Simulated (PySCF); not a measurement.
ZrF3, SMILES [F][Zr+]([F])[F], charge +1, multiplicity 1.

Geometry optimised at B3LYP-D3(BJ)/def2-TZVP. The multiplicity is an assumed one; other spin states were not compared. The isomer is the one that the SMILES or the coordinates give; other isomers of the formula were not compared. The def2 effective core potentials stand for the cores of Zr; spin–orbit coupling is left out.

Calculation: TDDFT-PBE0/def2-SVPD run with PySCF.

Vertical excitations; the highest root listed may be one member of a degenerate set. Isolated molecule, no solvent. State labels are in the subgroup Cs.

| state | symmetry | energy (eV) | λ (nm) | f | main pairs |
|---|---|---|---|---|---|
| S1 | A" | 6.93 | 179 | 0.006 | HOMO→LUMO (degenerate set) |
| S2 | A' | 6.93 | 179 | 0.006 | HOMO−1→LUMO (degenerate set) |
| S3 | A" | 6.94 | 179 | 0.000 | HOMO−2→LUMO 99 % |
| S4 | A' | 7.18 | 173 | 0.002 | HOMO−3→LUMO 98 % |
| S5 | A' | 7.69 | 161 | 0.001 | HOMO−2→LUMO+1, HOMO→LUMO+1, HOMO−1→LUMO+2, HOMO−4→LUMO (degenerate set) |
| S6 | A" | 7.69 | 161 | 0.001 | HOMO−2→LUMO+2, HOMO−1→LUMO+1, HOMO→LUMO+2, HOMO−5→LUMO (degenerate set) |
| S7 | A' | 7.73 | 160 | 0.003 | HOMO−4→LUMO (degenerate set) |
| S8 | A" | 7.73 | 160 | 0.003 | HOMO−5→LUMO (degenerate set) |
| S9 | A' | 7.79 | 159 | 0.004 | HOMO−1→LUMO+2 49 %, HOMO→LUMO+1 49 % |
| S10 | A" | 7.80 | 159 | 0.000 | HOMO−1→LUMO+1 49 %, HOMO→LUMO+2 49 % |
| T1 | A" | 6.76 | 183 | 0 | HOMO→LUMO (degenerate set) |
| T2 | A' | 6.76 | 183 | 0 | HOMO−1→LUMO (degenerate set) |
| T3 | A" | 6.87 | 180 | 0 | HOMO−2→LUMO 96 % |
| T4 | A' | 6.94 | 179 | 0 | HOMO−3→LUMO 92 % |
Triplets are in the Tamm–Dancoff approximation, which puts them higher than full response would, so one can lie above its singlet here.
